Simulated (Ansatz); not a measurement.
`FC1=CC(F)(F)C1F`, relaxed with RKS PBE-D4/def2-SVP in Ansatz from a rough embedded geometry. The force threshold is 0.03 eV/Å; the program also tests the step.

The species carries charge 0 and has multiplicity 1.

Start:

```xyz
10

F     1.409    1.994   -0.467
C     0.693    0.895   -0.323
C     0.530   -0.234   -1.051
C    -0.492   -0.878    0.004
F    -1.759   -1.020   -0.515
F    -0.134   -1.990    0.577
C    -0.273    0.466    0.804
F     0.213    0.285    2.063
H     0.983   -0.617   -1.919
H    -1.169    1.099    0.827
```

(1) How much energy does the relaxation release, and in how many steps? (Estimate.)

(2) Which bonds change most? (An estimate is asked.)

(3) Give the relaxed structure. (Best estimate.)

## Answers

(1) The calculation gave: 33.40 kJ/mol, in 5 steps.

(2) Computed: C3–C4 from 1.603 to 1.508 Å; C4–F6 from 1.301 to 1.359 Å; C3–H9 from 1.052 to 1.097 Å; C2–C7 from 1.545 to 1.510 Å.

(3) The calculation gave: 
```xyz
10

F     1.448    1.919   -0.398
C     0.703    0.838   -0.277
C     0.526   -0.260   -1.046
C    -0.457   -0.824   -0.050
F    -1.713   -1.055   -0.530
F    -0.068   -1.940    0.621
C    -0.300    0.492    0.798
F     0.192    0.322    2.067
H     0.890   -0.607   -2.020
H    -1.221    1.115    0.836
```
